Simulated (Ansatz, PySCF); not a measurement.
Reaction (SMILES): PP (P2H4) + [H][H] (H2) → 2 P (PH3)
Geometries: B3LYP-D3(BJ)/def2-TZVP minima from Ansatz (an electronic-structure program), one conformer each, not searched for the lowest.

Wanted: energy of full hydrogenation (electronic energy difference), in kJ/mol. Correlated levels leave the core frozen unless marked. Spin-orbit coupling is left out. No relativistic terms. FCI takes restricted orbitals. CBS(X,Y): correlation extrapolated as X^-3; Hartree-Fock from the larger set.

```
level                                        program  energy of full hydrogenation (kJ/mol)
------------------------------------  --------------  -------------------------------------
r2SCAN/def2-TZVPD                             Ansatz                                  -14.9
PBE0-D4/def2-TZVPD                    Ansatz + dftd4                                  -15.5
TPSSh-D4/def2-TZVPD                    PySCF + dftd4                                  -15.5
RI-MP2/cc-pV(Q+d)Z                            Ansatz                                  -14.8
CCSD/def2-QZVPP                               Ansatz                                  -28.1
FCI/STO-3G                                    Ansatz                                  -23.6
CCSD(T)/CBS(cc-pV(T+d)Z,cc-pV(Q+d)Z)          Ansatz                                  -19.7
```
